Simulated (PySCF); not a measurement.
**How methods differ on the ionisation energy of S²⁺**

S²⁺ [Ne] 3s2 3p2 (3P) → S³⁺ [Ne] 3s2 3p1 (2P), as a difference of total energies. Calculation: PySCF 2.14, in aug-cc-pwCVTZ; the non-relativistic Hamiltonian (point nucleus). Correlated levels: valence: [Ne] frozen; valence and next inner shell: 1s2 frozen; nothing frozen. The calculations carry no spin-orbit coupling.

Problem. Order these methods by the ionisation energy they give, lowest first.
A. MP2 (all electrons)
B. B3LYP
C. SCS-MP2 (all electrons)
D. MN15

Solution. C (34.596 eV), A (34.700 eV), B (34.825 eV), D (34.963 eV).

A first-order spin-orbit estimate (lowest level to lowest level, LS coupling) adds -0.009 eV.

Errors of the correlated levels include the incompleteness of this basis and the frozen core.

For comparison: 34.86 ± 0.04 eV (semi-empirical (NIST evaluation); NIST Atomic Spectra Database, ionization energies).
